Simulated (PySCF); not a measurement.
**Computed properties of AgI, SMILES [Ag][I], multiplicity 1**

AgI, SMILES [Ag][I], multiplicity 1. Geometry: PBE0-D3(BJ)/def2-TZVP. The spin state was assumed, not searched. The def2 effective core potentials stand for the cores of Ag, I; spin–orbit coupling is left out. One conformer was computed; it need not be the lowest. All values are computed for the isolated molecule unless a solvent is named; none is compared with measurement here.

**Structure.** The optimised structure has C∞v symmetry. All 1 harmonic modes at PBE0-D3(BJ)/def2-TZVP (PySCF) are real, so it is a minimum.

**Vibrations.** The strongest infrared lines (harmonic, unscaled, degenerate partners summed) lie at 200 cm⁻¹ (5 km/mol, Ag 54 %, I 46 %). The softest mode is at 200 cm⁻¹ and the zero-point energy is 0.3 kcal/mol.

**Electronic structure.** PBE0/def2-TZVPD (PySCF) places the frontier levels at -6.81 and -3.12 eV, a gap of 3.69 eV, and gives a dipole moment of 5.07 D and a mean polarisability of 67.1 bohr³. PBE/def2-TZVPD (PySCF) at the same geometry gives -5.86 and -3.95 eV, so its gap is 1.78 eV narrower. An orbital gap is neither the optical nor the fundamental gap.

**Excitations.** TDA-PBE0/def2-TZVPD (PySCF) has S1 at 2.58 eV (481 nm, f = 0.017, weak); the most intense of the 10 singlets computed lies at 3.83 eV (f = 0.15). Strengths of degenerate partners are summed. T1 (TDA) is at 2.30 eV, 0.28 eV under S1. TDA-PBE/def2-TZVPD (PySCF) puts S1 at 2.06 eV.
